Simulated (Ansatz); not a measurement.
Saddle point of BNH$_{4}$SF$_{2}$, closed shell (BHSF₂ ([F][B]([F])[SH]) + NH₃ → BNH₂F₂ ([NH2][B]([F])[F]) + H₂S; bonds formed: S2–H5; dative contacts that become bonds: B1–N6; bonds broken: B1–S2, H5–N6), PBE0-D4/def2-TZVP structure:

B1  (-0.700, 0.327, -0.235)
S2  (1.392, 0.810, -0.982)
F3  (-1.280, -0.426, -1.181)
F4  (-1.246, 1.512, 0.066)
H5  (1.062, -0.021, 0.311)
N6  (-0.112, -0.437, 0.947)
H7  (1.471, -0.298, -1.737)
H8  (-0.294, -0.033, 1.856)
H9  (-0.293, -1.433, 0.954)
(Å)

Energies are electronic, without zero-point energy. Barriers and step energies count from the start structure reached by relaxing down the imaginary mode; all methods use the PBE0-D4 structures, on which another method's saddle can fall below an end. Computed with Ansatz 0.2.0 (basis: def2-TZVPP, with def2-QZVPP for the basis limit); correlated methods freeze the cores. B3LYP uses VWN-RPA correlation. Extrapolation: Hartree–Fock as exp(−7.88 √X), correlation as X^−2.97.

```json
{"method": "SPW92", "barrier (eV)": "0.853", "step energy (eV)": "0.263"}
{"method": "PBE-D4", "barrier (eV)": "0.962", "step energy (eV)": "0.070"}
{"method": "BLYP-D4", "barrier (eV)": "1.013", "step energy (eV)": "-0.123"}
{"method": "r2SCAN-D4", "barrier (eV)": "1.078", "step energy (eV)": "0.078"}
{"method": "B97M-V", "barrier (eV)": "1.219", "step energy (eV)": "-0.010"}
{"method": "PBE0-D4", "barrier (eV)": "?", "step energy (eV)": "0.093"}
{"method": "B3LYP-D4", "barrier (eV)": "1.155", "step energy (eV)": "-0.095"}
{"method": "r2SCAN0-D4", "barrier (eV)": "1.202", "step energy (eV)": "0.087"}
{"method": "BHLYP-D4", "barrier (eV)": "1.365", "step energy (eV)": "-0.081"}
{"method": "CAM-B3LYP-D4", "barrier (eV)": "1.241", "step energy (eV)": "-0.071"}
{"method": "wB97X-V", "barrier (eV)": "1.295", "step energy (eV)": "0.052"}
{"method": "wB97M-V", "barrier (eV)": "1.246", "step energy (eV)": "0.022"}
{"method": "B2PLYP", "barrier (eV)": "1.223", "step energy (eV)": "-0.075"}
{"method": "PBE-QIDH", "barrier (eV)": "?", "step energy (eV)": "0.112"}
{"method": "RPA on PBE", "barrier (eV)": "1.270", "step energy (eV)": "-0.005"}
{"method": "HF", "barrier (eV)": "1.672", "step energy (eV)": "-0.308"}
{"method": "MP2", "barrier (eV)": "?", "step energy (eV)": "0.074"}
{"method": "CCSD", "barrier (eV)": "1.392", "step energy (eV)": "-0.023"}
{"method": "CCSD(T)", "barrier (eV)": "1.309", "step energy (eV)": "0.027"}
```

Task: Fill in the withheld barriers. (An estimate is asked for; the value comes from the calculation.)

Result: Computed: MP2 1.261; PBE0-D4 1.140; PBE-QIDH 1.272 eV. Each is the energy of the saddle less that of the start structure, by the same method.

For comparison, the barrier by CCSD(T) at an estimated basis limit (MP2 extrapolated from triple and quadruple zeta, plus CCSD(T) − MP2 in triple zeta) is 1.313 eV.

No T1 diagnostic of these runs exceeds 0.012.

Labels in which every atom is bracketed show which atoms are joined, not bond orders.

For scale, one of the runs: CCSD(T)/def2-TZVPP, 222 basis functions, launched by `ansatz run in.yaml --threads 4 --pin off --events-out ev --progress --plain --max-ram 9574MiB`. The run took 87 s on 4 CPU threads of an Arm Neoverse V2 (shared host), with 3.7 GiB of host memory at its peak.
